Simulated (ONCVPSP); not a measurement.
## Transferability test, ONCV potential for Sb (Z = 51)

antimony (Sb), optimised norm-conserving Vanderbilt (ONCV), made with ONCVPSP 4.0.1 (LDA (Perdew-Wang 92), scalar-relativistic). Core [Ar] 3d10, reference 4s2 4p6 4d10 5s2 5p3. Waves: 4s+5s: rc 1.35 bohr, ncon 4, nbas 9, qcut 7.1 1/bohr, 2 projectors; 4p+5p: rc 1.55 bohr, ncon 4, nbas 8, qcut 10.5 1/bohr, 2 projectors; 4d: rc 1.35 bohr, ncon 4, nbas 9, qcut 9.2 1/bohr, local; f scattering state at 0.3 Ha: rc 1.50 bohr, ncon 5, nbas 8, qcut 7.8 1/bohr, 2 projectors, debl 3.7 Ha. Local part: the d channel. Core correction: none.

Energies are relative to the spin-unpolarised reference configuration 4s2 4p6 4d10 5s2 5p3; without spin polarisation the order of configurations can differ from experiment.

```csv
valence configuration,charge,ΔE all-electron (eV),error AE − PS (meV)
4s2 4p6 4d10 5s2 5p1,+2,24.762,-6.1
4s2 4p6 4d10 5s2 5p0,+3,49.542,-13
```

(1) What are ΔE and the potential's error for 4s2 4p6 4d10 5s2 5p2?

(2) What are ΔE and the potential's error for 4s1 4p6 4d10 5s2 5p3?

Results:

(1) ΔE = 8.515 eV all-electron; the error (AE − PS) is -2.0 meV.

(2) ΔE = 157.124 eV all-electron; the error (AE − PS) is -574 meV.
